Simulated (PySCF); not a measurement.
**Shapes and spin states of HWN**

Method: PySCF, PBE0, basis W def2-TZVP with ECP60, N def2-TZVP, H def2-TZVP (scalar-relativistic core potentials, no spin–orbit coupling, density fitting).

Relaxations began from a few typed shapes and spin states; open shells are unrestricted. The search is not exhaustive: other isomers or separated fragments can lie lower, and high-lying points may rest on an excited occupation.

| spin | group | bonds | angles | imaginary modes (cm⁻¹) | ΔE (kJ/mol) | ΔE with ZPE (kJ/mol) |
| --- | --- | --- | --- | --- | --- | --- |
| triplet | Cs | W–H 1.704 Å, W–N 1.653 Å | H–W–N 97.0° | none | 0.0 | 0.0 |
| broken-symmetry Ms = 0 (⟨S²⟩ 0.97) | Cs | W–H 1.700 Å, W–N 1.648 Å | H–W–N 96.5° | none | 34.3 | 34.6 |
| singlet (closed shell, unstable to spin polarisation) | Cs | W–H 1.695 Å, W–N 1.644 Å | H–W–N 94.7° | none | 91.9 | 92.6 |
| singlet (closed shell, unstable to spin polarisation) | Cs | W–H 1.720 Å, W–N 1.646 Å | H–W–N 100.0° | none | 148.5 | 147.9 |
| triplet (⟨S²⟩ 2.52) | C∞v | W–H 1.942 Å, W–N 1.667 Å | H–W–N 180.0° | 434i, 434i | 150.7 | – |
| singlet (closed shell, unstable to spin polarisation) | C∞v | W–H 1.965 Å, W–N 1.642 Å | H–W–N 180.0° | 497i, 497i | 273.5 | – |

The lowest minimum found is the triplet Cs: W–H 1.704 Å, W–N 1.653 Å; H–W–N 97.0°.

For the lowest minimum: other spin states or occupations of the open shell can lie lower. With an element this heavy the missing spin–orbit coupling can shift these numbers.

The electron or spin density has lower symmetry than the nuclear frame for the broken-symmetry Ms = 0 (⟨S²⟩ 0.97) Cs at 34.3 kJ/mol.
